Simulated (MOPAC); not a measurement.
Input for MOPAC: PM6 on BW, 2S+1 = 6, a spin state set in the input, which need not be the lowest, a point of a bond scan (R = 2.077 Å).

```
PM6 1SCF PRECISE CHARGE=0 UHF MS=2.5 THREADS=1
BW

W      0.00000000 1     0.00000000 1     0.00000000 1
B      0.00000000 1     0.00000000 1     2.07669600 1
```

Output:

```
*******************************************************************************
 **                                                                           **
 **                              MOPAC v23.2.5                                **
 **                                                                           **
 *******************************************************************************
 ** MOPAC's Digital Object Identifier: https://doi.org/10.5281/zenodo.6511958 **
 **                                                                           **
 ** Please cite the open-source release paper for use of this MOPAC version:  **
 ** J. E. Moussa and J. J. P. Stewart (2026)                                  **
 ** MOPAC: An open-source semiempirical molecular orbital program             **
 ** J. Open Source Softw., 11(119), 8025, https://doi.org/10.21105/joss.08025 **
 *******************************************************************************

                              PM6 CALCULATION RESULTS

 *******************************************************************************
 *  PM6        - The PM6 Hamiltonian to be used
 *  UHF        - UNRESTRICTED HARTREE-FOCK CALCULATION
 *
 *
 *
 *                 CHARGE ON SYSTEM = 0
 *
 *
 *
 *  MS=        - IN MECI, MAGNETIC COMPONENT OF SPIN =  2.5
 *  PRECISE    - TIGHTER CRITERIA TO BE USED
 *  1SCF       - DO 1 SCF AND THEN STOP
 *  THREADS=1  - MULTI-THREADING NOT USED
 *  T=         - A TIME OF 172800.0 SECONDS REQUESTED
 *  DUMP=N     - RESTART FILE WRITTEN EVERY 7200.0 SECONDS REQUESTED
 *******************************************************************************
PM6 1SCF PRECISE CHARGE=0 UHF MS=2.5 THREADS=1
 BW

   ATOM   CHEMICAL          X               Y               Z
  NUMBER   SYMBOL      (ANGSTROMS)     (ANGSTROMS)     (ANGSTROMS)

     1       W          0.00000000  *   0.00000000  *   0.00000000  *
     2       B          0.00000000  *   0.00000000  *   2.07669600  *



          CARTESIAN COORDINATES

    NO.       ATOM           X           Y           Z

     1         W          0.0000      0.0000      0.0000
     2         B          0.0000      0.0000      2.0767

 General Reference for PM6:
 "Optimization of Parameters for Semiempirical Methods V: Modification of NDDO Approximations
 and Application to 70 Elements", J. J. P. Stewart, J. Mol. Mod., 13, 1173-1213 (2007)
 URL: https://link.springer.com/article/10.1007/s00894-007-0233-4

           Empirical Formula: W B  =     2 atoms



      MOLECULAR POINT GROUP   :   C*v


          UHF CALCULATION, NO. OF ALPHA ELECTRONS =    7
                           NO. OF BETA  ELECTRONS =    2

 -------------------------------------------------------------------------------
 PM6 1SCF PRECISE CHARGE=0 UHF MS=2.5 THREADS=1
 BW



     1SCF WAS SPECIFIED, SO BFGS WAS NOT USED
     SCF FIELD WAS ACHIEVED


                              PM6 CALCULATION
                                                       MOPAC v23.2.5 Linux




          FINAL HEAT OF FORMATION =        336.78794 KCAL/MOL =    1409.12076 KJ/MOL


          COSMO AREA              =         99.51 SQUARE ANGSTROMS
          COSMO VOLUME            =         88.74 CUBIC ANGSTROMS

          IONIZATION POTENTIAL    =          6.965617 EV
          ALPHA SOMO LUMO (EV)    =         -7.143  0.175
          BETA  SOMO LUMO (EV)    =         -6.966  1.171
          NO. OF ALPHA ELECTRONS  =          7
          NO. OF BETA  ELECTRONS  =          2
          MOLECULAR WEIGHT        =        194.6600         POINT GROUP:  C*v

          MOLECULAR DIMENSIONS (Angstroms)

            Atom       Atom       Distance
            B     2    W     1     2.07670
            B     2    W     1     0.00000
            W     1    B     2     0.00000


          SCF CALCULATIONS        =          1





   ATOM   CHEMICAL          X               Y               Z
  NUMBER   SYMBOL      (ANGSTROMS)     (ANGSTROMS)     (ANGSTROMS)

     1       W          0.00000000  *   0.00000000  *   0.00000000  *
     2       B          0.00000000  *   0.00000000  *   2.07669600  *

                             CARTESIAN COORDINATES

   1    W        0.000000000     0.000000000     0.000000000
   2    B        0.000000000     0.000000000     2.076696000


           Empirical Formula: W B  =     2 atoms



      MOLECULAR POINT GROUP   :   C*v


          ALPHA EIGENVALUES
 -13.52207  -8.92775  -8.76062  -8.76062  -7.56745  -7.56745  -7.14268   0.17476
   0.17476   0.33864   2.63163   2.63163   5.30865


           BETA EIGENVALUES
 -12.06249  -6.96562   1.17111   1.17111   2.36807   3.76257   3.76257   3.87866
   3.87866   4.33536   5.43512   5.43512   5.80974


              NET ATOMIC CHARGES AND DIPOLE CONTRIBUTIONS

  ATOM NO.   TYPE          CHARGE      No. of ELECS.   s-Pop       p-Pop       d-Pop
    1          W          -0.535925        6.5359     1.54822     0.97391     4.01379
    2          B           0.535925        2.4641     1.82976     0.63432
 DIPOLE           X         Y         Z       TOTAL
 POINT-CHG.     0.000     0.000     5.346     5.346
 HYBRID        -0.000    -0.000    -4.879     4.879
 SUM           -0.000    -0.000     0.467     0.467


          ATOMIC ORBITAL ELECTRON POPULATIONS

     Atom    s        px        py        pz      x^2-y^2     xz        z^2       yz        xy
    1  W   1.54822   0.27981   0.27981   0.41430   1.00000   0.66916   0.67546   0.66916   1.00000
    2  B   1.82976   0.05103   0.05103   0.53226


                    (SZ)    =    2.500000
                    (S**2)  =    8.771806


          ATOMIC ORBITAL SPIN POPULATIONS

    Atom   Total    s     px     py     pz   x^2-y^2  xz     z^2    yz     xy
         Atomic
    1  W  5.0038  0.115  0.280  0.280  0.413  1.000  0.669  0.578  0.669  1.000
    2  B -0.0038 -0.009  0.051  0.051 -0.097

 **********************
 *                    *
 * JOB ENDED NORMALLY *
 *                    *
 **********************




 == MOPAC DONE ==
```

The run finished.

Cost: roughly 0.020 core-seconds.
